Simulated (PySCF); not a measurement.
## [Tl(H2O)2]3+ at several levels of theory

Computed with PySCF 2.14.0 (density fitting, no spin-orbit coupling) at the geometry relaxed with PBE0:

```xyz
7
[Tl(H2O)2]3+ (singlet)
Tl   -0.0176   -0.0734    0.0000
O    -0.0248    0.0470    2.0818
H     0.7147    0.5091    2.5850
H    -0.4639   -0.6583    2.6501
O    -0.0096    0.0016   -2.0825
H     0.4340   -0.7127   -2.6363
H    -0.7443    0.4572   -2.5982
```

| level | basis | state | HOMO (eV) | gap (eV) | charge on Tl1 (e) | dipole about the centre of mass (D) | largest force component (eV/Å) |
| --- | --- | --- | --- | --- | --- | --- | --- |
| PBE0 | Tl def2-SVP with ECP60, O def2-SVP, H def2-SVP | singlet | -28.68 | 5.19 | 1.79 | 0.78 | 0.01 |
| CAM-B3LYP | the same | singlet | -30.17 | 7.81 | 1.76 | 0.80 | 0.32 |
| PBE0 | Tl def2-TZVP with ECP60, O def2-TZVP, H def2-TZVP | singlet | -28.62 | 5.33 | 1.80 | 0.70 | 0.35 |

Charges are Mulliken's, which hang on the basis. The relaxation used the grid (50, 194), these runs (75, 302) or, all-electron (x2c bases, spin-free X2C Hamiltonian), (99, 590).

Problem. What does HF with Tl def2-SVP with ECP60, O def2-SVP, H def2-SVP give here?

Solution. state singlet, HOMO (eV) -33.27, gap (eV) 13.98, charge on Tl1 (e) 2.07, dipole about the centre of mass (D) 0.94, largest force component (eV/Å) 0.86. Time: 1 s on 2 threads of AMD EPYC 9R14 (Zen 4), with other jobs on the host, from an already converged density.

In the first row's basis the gap widens with exact exchange: 5.2 eV for PBE0 (a fixed share); 7.8 to 14.0 eV for CAM-B3LYP, Hartree–Fock (rising or full at long range).
